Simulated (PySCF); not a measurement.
**Ni: excitation energy**

Ni [Ar] 3d8 4s2 (3F) → Ni [Ar] 3d8 4s1 4p1 (high-spin determinant), as a difference of total energies. Computed with PySCF 2.14 in ANO-RCC-VTZP (6s5p3d2f1g, 59 functions), with scalar relativity by spin-free X2C-1e. Correlated levels: valence and next inner shell: [Ne] frozen. The calculations carry no spin-orbit coupling.

```csv
method,excitation energy (eV)
UHF,2.265
MP2 (valence and next inner shell),3.287
SCS-MP2 (valence and next inner shell),3.414
CCSD (valence and next inner shell),3.339
CCSD(T) (valence and next inner shell),3.436
```

How much does correlation contribute at CCSD(T) (valence and next inner shell)?

3.436 − (2.265) = 1.171 eV, measured against UHF.

A first-order spin-orbit estimate (lowest level to lowest level, LS coupling) adds 0.025 eV.

The basis was made for the ground configuration and has no added diffuse functions, so the excitation energy can come out too high.

The determinant of the upper state mixes LS terms, which raises its energy above the lowest term, most at the Hartree-Fock and MP2 levels.
